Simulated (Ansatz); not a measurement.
The cluster Co₂Si₂, relaxed as a singlet with RKS PBE-D4/def2-SVP in Ansatz, starting from the GFN2-xTB geometry. Force threshold 0.02 eV/Å.

The restricted singlet is unstable towards broken spin symmetry at other levels; at PBE-D4/def2-SVP this wasn't settled. The relaxation made no stability test and no search for a lower SCF solution. At PBE-D4/def2-SVP a quintet of charge 0 lies 0.42 eV below the restricted singlet, each at its own geometry. The structure comes from a short search, and lower isomers may exist.

Start:

```xyz
4

Co    0.1414   -1.2845   -0.1308
Co   -0.7454    1.0195   -0.3038
Si   -0.5742   -0.1023    1.5796
Si    1.1781    0.3672   -1.1451
```

```json
{"step": "1", "energy (eV)": "-90972.5143", "largest force component (eV/Å)": "1.561", "SCF passes": "88"}
{"step": "2", "energy (eV)": "-90972.8992", "largest force component (eV/Å)": "0.906", "SCF passes": "40"}
{"step": "3", "energy (eV)": "-90973.1620", "largest force component (eV/Å)": "0.311", "SCF passes": "38"}
{"step": "4", "energy (eV)": "-90973.2606", "largest force component (eV/Å)": "0.153", "SCF passes": "29"}
{"step": "5", "energy (eV)": "-90973.2636", "largest force component (eV/Å)": "0.026", "SCF passes": "24"}
{"step": "6", "energy (eV)": "-90973.2639", "largest force component (eV/Å)": "0.006", "SCF passes": "26"}
```

Force components are those of the run's own axes.

End:

Cartesian coordinates in Å:
```
Co -0.129 -1.247 -0.298
Co -0.913 0.790 -0.451
Si -0.150 0.049 1.418
Si 1.192 0.409 -0.669
```

Bonds formed: Si3–Si4 (atoms count from 1).

No frequencies were taken in this run, so the end may be a saddle point.

It took 6.5 s on 4 threads of Arm Neoverse V2 on a shared host.
